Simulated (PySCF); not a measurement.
Dipole moment and polarisability of `FCOC1=CCC=CO1`

Compound: C6H7FO2.
Atom-mapped SMILES: `[F:1][CH2:2][O:3][C:4]1=[CH:5][CH2:6][CH:7]=[CH:8][O:9]1` (hydrogens: H10, H11 on C2; H12 on C5; H13, H14 on C6; H15 on C7; H16 on C8)

Cartesian coordinates in Å at the GFN2-xTB level; atoms count from 1:
```
atom  x, y, z in Å
F1     3.9559   -0.2410   -0.2497
C2     2.7420    0.3149   -0.0409
O3     1.8026   -0.6875   -0.2742
C4     0.4915   -0.3532   -0.1206
C5    -0.4744   -1.2404   -0.3225
C6    -1.9281   -0.8943   -0.1591
C7    -2.0567    0.5446    0.2458
C8    -1.0092    1.3316    0.4148
O9     0.3002    0.9516    0.2498
H10    2.7143    0.6740    0.9999
H11    2.6344    1.1549   -0.7450
H12   -0.2066   -2.2406   -0.6126
H13   -2.4699   -1.0714   -1.0973
H14   -2.3917   -1.5416    0.5966
H15   -3.0480    0.9376    0.3999
H16   -1.0640    2.3697    0.7037
```

Level: PBE0/def2-SVPD (PySCF), static field, nuclei fixed, core orbitals frozen in the response. The polarisability tensor in these axes (au):

```
x   98.94  8.13  0.18
y    8.13 76.74  5.86
z    0.18  5.86 55.84
```

Task: What are the eigenvalues, a third of the trace, and Δα (Δα² = ½Σ(αi − αj)² over the three pairs)?

Result: Principal values 54.22, 75.61 and 101.69 au; mean 77.17 au = 11.44 Å³ = 12.72 × 10⁻⁴⁰ C²·m²/J; Δα = 41.17 au (53 % of the mean).

Task: What is the dipole moment, and where does it point?

Result: (-2.38, 1.49, 0.52) D, 2.85 D in size, pointing from the negative to the positive side. Measured along this direction, the outermost atoms are F1 at the negative end and H15 at the positive end.

Task: Molar refractivity from α?

Result: Lorentz–Lorenz: R = (4π/3)N_A α = 2.5225 cm³/(mol·Å³) × 11.44 Å³ = 28.8 cm³/mol, in the limit of long wavelengths.

Task: How large is μ²/3kT at 400 K beside α?

Result: In Gaussian units μ²/3kT = 49.16 Å³ against 11.44 Å³, a ratio of 4.30; the Debye molar polarisation (4π/3)N_A(α + μ²/3kT) is 152.9 cm³/mol, leaving out the vibrational part.

Task: What would n − 1 = 2πNα be for an ideal gas of these molecules at 273.15 K and 1 atm, electronic part alone?

Result: N = p/kT = 2.6868 × 10¹⁹ cm⁻³, so n − 1 = 2π × N × 11.44 × 10⁻²⁴ cm³ = 1931 × 10⁻⁶ at long wavelengths.

Task: Along which axes do the principal values lie, and how far do the nuclei extend along each?

Result: Largest value along (0.95, 0.32, 0.04), where the nuclei span 6.39 Å; middle along (-0.32, 0.91, 0.27), 4.82 Å; least along (0.04, -0.27, 0.96), 1.81 Å. The response follows the extents in order.

Isolated species at its GFN2-xTB geometry (one conformer only).

These values come from a run that also computed excited states. On an Arm Neoverse V1 with one thread, no GPU (shared host), this took 51 s wall (grids of density and orbitals included) and 0.98 GiB of memory at its peak.
